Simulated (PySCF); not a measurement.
Gas-phase reaction: 2 In(CH₃)₂NH₂ + C₃H₈O (1-propanol) + 2 CH₂OH → 2 In(CH₃)₃.NH₃ + 3 HCHO (formaldehyde)

Energies from PySCF, thermal terms from the rigid-rotor harmonic-oscillator model, ideal gas at 1 bar. S°(298 K) at PBE0/def2-TZVP differs from the NASA 1993 table for C₃H₈O (1-propanol) (-22 J/mol/K); whether the harmonic model or the table's entry is off was not settled. † marks an energy on the PBE0/def2-TZVP geometry and frequencies; other levels use their own. MP2 and CCSD(T) freeze the core. Open shells (unrestricted): CH₂OH (multiplicity 2); the rest are closed-shell singlets. In: scalar-relativistic def2 core potential, no spin-orbit coupling. No R ln 2 is added for the mirror-image form of C₃H₈O (1-propanol), CH₂OH. Adducts (In(CH₃)₃.NH₃) have no counterpoise correction, and HF, PBE, BLYP, B3LYP and PBE0 lack dispersion. Methyl groups turn as free rotors in In(CH₃)₂NH₂. In(CH₃)₂NH₂, In(CH₃)₃.NH₃: computed as isolated molecules; such fragments, hydroxides, amides, oligomers or adducts are transient or little studied in the gas. MP2 isn't extrapolated to the basis-set limit; its ΔH°(298 K) is -275.1 kJ in def2-SVP and -229.7 kJ in def2-TZVPP. CCSD(T) isn't extrapolated to the basis-set limit. The harmonic model lacks anharmonicity and excited electronic states, which grow with temperature; levels with a mode under 35 cm⁻¹ are left out. Internal rotation in C₃H₈O (1-propanol), CH₂OH is treated as a harmonic vibration of one conformer, which makes the entropy rough. Soft modes under 120 cm⁻¹ make the harmonic entropy rough for In(CH₃)₂NH₂, In(CH₃)₃.NH₃.

| level | ΔE electronic, kJ | ΔH°(298 K), kJ | ΔS°(298 K), J/K | ΔG°(1000 K), kJ |
|---|---|---|---|---|
| BLYP/def2-TZVP† | -214 | -222 | 33 | -267 |
| CCSD(T)/def2-SVP† | -270 | -277 | 33 | -322 |
| M06-2X/def2-TZVP† | -189 | -197 | 33 | -242 |
| MP2/def2-SVP† | -267 | -275 | 33 | -320 |
| MP2/def2-TZVPP† | -222 | -230 | 33 | -275 |
| PBE/def2-TZVP† | -180 | -188 | 33 | -233 |
| PBE0/def2-TZVP | -156 | -163 | 33 | -208 |
| r2SCAN/def2-TZVP† | -161 | -169 | 33 | -214 |
| ωB97M-V/def2-TZVP† | -209 | -217 | 33 | -262 |
| ωB97X-V/def2-TZVP† | -191 | -199 | 33 | -244 |
ΔH° is lowest at CCSD(T)/def2-SVP† and highest at PBE0/def2-TZVP. No reference value is set beside these.
